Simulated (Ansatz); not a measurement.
C$_{9}$H$_{17}$NOZr, SMILES `C[O][Zr]1234([CH3])([N](C)C)[C@H]5[C@@H]1[C@@H]2[C@@H]3[C@H]54`. Charge 0, multiplicity 1. Zr: def2 effective core potential. The geometry is a stationary point of PBE0-D4/def2-TZVP. It is one conformer, not always the lowest.

```xyz
29

C    -1.885   -0.396    2.866
O    -1.237   -0.023    1.701
Zr    0.046    0.234    0.277
C     0.173    2.484    0.123
N    -0.818   -0.277   -1.503
C    -0.473   -0.954   -2.720
C    -2.190    0.185   -1.528
C     2.326   -0.375   -0.688
C     1.775   -1.563   -0.162
C     1.681   -1.417    1.238
C     2.167   -0.137    1.575
C     2.565    0.509    0.383
H    -1.222   -0.970    3.526
H    -2.226    0.488    3.417
H    -2.762   -1.016    2.644
H     0.581    2.952    1.027
H     0.767    2.832   -0.728
H    -0.847    2.870   -0.010
H     0.561   -1.300   -2.698
H    -1.118   -1.829   -2.896
H    -0.585   -0.294   -3.594
H    -2.899   -0.646   -1.664
H    -2.360    0.908   -2.338
H    -2.462    0.686   -0.591
H     2.510   -0.166   -1.732
H     1.469   -2.430   -0.729
H     1.287   -2.150    1.928
H     2.206    0.286    2.569
H     2.971    1.505    0.308
```

Q: What is the dipole moment at ωB97M-V/def2-TZVPP? (Estimate.)

A: The calculation gave: 1.69 D, with components (-0.20, -1.62, 0.44) D in this frame, pointing from negative to positive charge.

Q: And with PBE, r2SCAN, B3LYP? (An estimate is asked.)

A: Computed: PBE 1.63 D, r2SCAN 1.61 D, B3LYP 1.65 D.

Q: Give the Mulliken charges with ωB97M-V, PBE, r2SCAN in def2-TZVPP. (Best estimate.)

A: Ansatz gave: 
```json
{"atom": "C1", "ωB97M-V": "-0.20", "PBE": "-0.15", "r2SCAN": "-0.01"}
{"atom": "O2", "ωB97M-V": "-0.44", "PBE": "-0.40", "r2SCAN": "-0.48"}
{"atom": "Zr3", "ωB97M-V": "0.79", "PBE": "0.75", "r2SCAN": "0.92"}
{"atom": "C4", "ωB97M-V": "-0.61", "PBE": "-0.56", "r2SCAN": "-0.46"}
{"atom": "N5", "ωB97M-V": "-0.33", "PBE": "-0.27", "r2SCAN": "-0.36"}
{"atom": "C6", "ωB97M-V": "-0.25", "PBE": "-0.18", "r2SCAN": "-0.06"}
{"atom": "C7", "ωB97M-V": "-0.23", "PBE": "-0.15", "r2SCAN": "-0.02"}
{"atom": "C8", "ωB97M-V": "-0.14", "PBE": "-0.13", "r2SCAN": "-0.14"}
{"atom": "C9", "ωB97M-V": "-0.15", "PBE": "-0.14", "r2SCAN": "-0.13"}
{"atom": "C10", "ωB97M-V": "-0.14", "PBE": "-0.13", "r2SCAN": "-0.13"}
{"atom": "C11", "ωB97M-V": "-0.12", "PBE": "-0.12", "r2SCAN": "-0.13"}
{"atom": "C12", "ωB97M-V": "-0.15", "PBE": "-0.13", "r2SCAN": "-0.11"}
{"atom": "H13", "ωB97M-V": "0.10", "PBE": "0.08", "r2SCAN": "0.04"}
{"atom": "H14", "ωB97M-V": "0.12", "PBE": "0.10", "r2SCAN": "0.06"}
{"atom": "H15", "ωB97M-V": "0.11", "PBE": "0.09", "r2SCAN": "0.05"}
{"atom": "H16", "ωB97M-V": "0.12", "PBE": "0.09", "r2SCAN": "0.06"}
{"atom": "H17", "ωB97M-V": "0.11", "PBE": "0.08", "r2SCAN": "0.06"}
{"atom": "H18", "ωB97M-V": "0.10", "PBE": "0.08", "r2SCAN": "0.05"}
{"atom": "H19", "ωB97M-V": "0.08", "PBE": "0.07", "r2SCAN": "0.03"}
{"atom": "H20", "ωB97M-V": "0.11", "PBE": "0.08", "r2SCAN": "0.04"}
{"atom": "H21", "ωB97M-V": "0.11", "PBE": "0.08", "r2SCAN": "0.04"}
{"atom": "H22", "ωB97M-V": "0.12", "PBE": "0.08", "r2SCAN": "0.04"}
{"atom": "H23", "ωB97M-V": "0.12", "PBE": "0.09", "r2SCAN": "0.05"}
{"atom": "H24", "ωB97M-V": "0.10", "PBE": "0.08", "r2SCAN": "0.04"}
{"atom": "H25", "ωB97M-V": "0.13", "PBE": "0.12", "r2SCAN": "0.11"}
{"atom": "H26", "ωB97M-V": "0.13", "PBE": "0.12", "r2SCAN": "0.11"}
{"atom": "H27", "ωB97M-V": "0.13", "PBE": "0.12", "r2SCAN": "0.11"}
{"atom": "H28", "ωB97M-V": "0.14", "PBE": "0.12", "r2SCAN": "0.11"}
{"atom": "H29", "ωB97M-V": "0.14", "PBE": "0.13", "r2SCAN": "0.11"}
```

B3LYP here is the variant with VWN-RPA as its local correlation; programs differ in this.
